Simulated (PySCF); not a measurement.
Electron correlation in Sb³⁺ (antimony, charge +3)

[Kr] 4d10 5s2, closed-shell 1S. Calculation: PySCF 2.14, in dyall-av2z (22s16p12d, 130 functions); no relativity, point nucleus. Frozen: [Kr] 4d10; 2 electrons correlated; the 62 highest virtual orbitals of each spin left out.

With two correlated electrons CCSD is exact within the correlated space (frozen core and kept virtual orbitals).

```
level  correlation energy (mhartree)
 CCSD                         -37.07
```

Diagnostics: T1 = 0.0033, D1 = 0.0046, largest double amplitude 0.110.

A non-relativistic calculation at this Z misses sizeable relativistic shifts.

Cost of the coupled-cluster step: about 4 core-seconds, for 2 correlated electrons.

Iterations:

```
CC2 = 0
CCSD nocc = 1, nmo = 45
frozen orbitals [0, 1, 2, 3, 4, 5, 6, 7, 8, 9, 10, 11, 12, 13, 14, 15, 16, 17, 18, 19, 20, 21, 22, 68, 69, 70, 71, 72, 73, 74, 75, 76, 77, 78, 79, 80, 81, 82, 83, 84, 85, 86, 87, 88, 89, 90, 91, 92, 93, 94, 95, 96, 97, 98, 99, 100, 101, 102, 103, 104, 105, 106, 107, 108, 109, 110, 111, 112, 113, 114, 115, 116, 117, 118, 119, 120, 121, 122, 123, 124, 125, 126, 127, 128, 129]
max_cycle = 100
direct = 0
conv_tol = 1e-08
conv_tol_normt = 1e-06
diis_space = 8
diis_start_cycle = 0
Init t2, MP2 energy = -6311.7185042567  E_corr(MP2) -0.0257157182318274
Init E_corr(CCSD) = -0.025715718236886
cycle = 1  E_corr(CCSD) = -0.0328914266872787  dE = -0.00717570845  norm(t1,t2) = 0.043982
cycle = 2  E_corr(CCSD) = -0.0353965113566598  dE = -0.00250508467  norm(t1,t2) = 0.0176177
cycle = 3  E_corr(CCSD) = -0.0370776262966335  dE = -0.00168111494  norm(t1,t2) = 0.00741671
cycle = 4  E_corr(CCSD) = -0.0370720309385364  dE = 5.5953581e-06  norm(t1,t2) = 0.000223615
cycle = 5  E_corr(CCSD) = -0.0370739386624633  dE = -1.90772393e-06  norm(t1,t2) = 1.40277e-05
cycle = 6  E_corr(CCSD) = -0.0370729202729827  dE = 1.01838948e-06  norm(t1,t2) = 3.37873e-06
cycle = 7  E_corr(CCSD) = -0.0370731083169887  dE = -1.88044006e-07  norm(t1,t2) = 7.22796e-07
cycle = 8  E_corr(CCSD) = -0.0370731008865355  dE = 7.43045312e-09  norm(t1,t2) = 7.04054e-08
CCSD converged
E(CCSD) = -6311.729861639349  E_corr = -0.03707310088653553
```
